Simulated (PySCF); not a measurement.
Compound: C₂H₅NO₃Si.
Bonds: C1–O2, O2–Si3, Si3–O4, Si3–O5, Si3–C6, C6–N7 (triple). Hydrogens: H8, H9, H10 on C1; H11 on O4; H12 on O5.

The calculation used PBE0-D3(BJ)/def2-SVP geometry optimisation, gas phase (PySCF).

Give the optimised bond lengths and angles.

```csv
bond,length (Å),order
C1–O2,1.407,single
O2–Si3,1.629,single
"Si3–O4, Si3–O5",1.635,single
Si3–C6,1.864,single
C6≡N7,1.160,triple
"C1–H8, C1–H9, C1–H10",1.102,single
"O4–H11, O5–H12",0.962,single
```

Bonds in one row agree within 0.01 Å and their mean is given. Orders are formal, as drawn. A selection of angles:
```csv
angle,degrees
O2–C1–H8,108.4
O2–C1–H9,111.1
H8–C1–H9,108.5
H8–C1–H10,108.3
C1–O2–Si3,127.2
O2–Si3–O4,110.9
O2–Si3–C6,106.8
O4–Si3–O5,110.1
O4–Si3–C6,108.7
Si3–O4–H11,118.6
Si3–O5–H12,118.3
Si3–C6–N7,178.6
```

Dihedral angles: C1–O2–Si3–O4 -65° (synclinal); H11–O4–Si3–O2 -176° (antiperiplanar); H12–O5–Si3–O2 -51° (synclinal). The mirror-image conformer, all signs reversed, is as good.

Of the pairs four or more bonds apart, C6···H10 is among the closest relative to their van der Waals radii: 2.92 Å, 101 % of the sum of Bondi's values. Si3 (oxygen-bound silicon) is tetrahedral (angles from 106.8° to 111.0°). O4 (silanol oxygen) is bent (angle 118.6°).

Point group: C1 (no symmetry element, even within 0.4 Å). Whether it is a minimum is left open (no frequencies). The numbers are those of one conformer (C1–O2–Si3–O4 -65°, O2–Si3–O4–H -176°, O2–Si3–O5–H -51°).
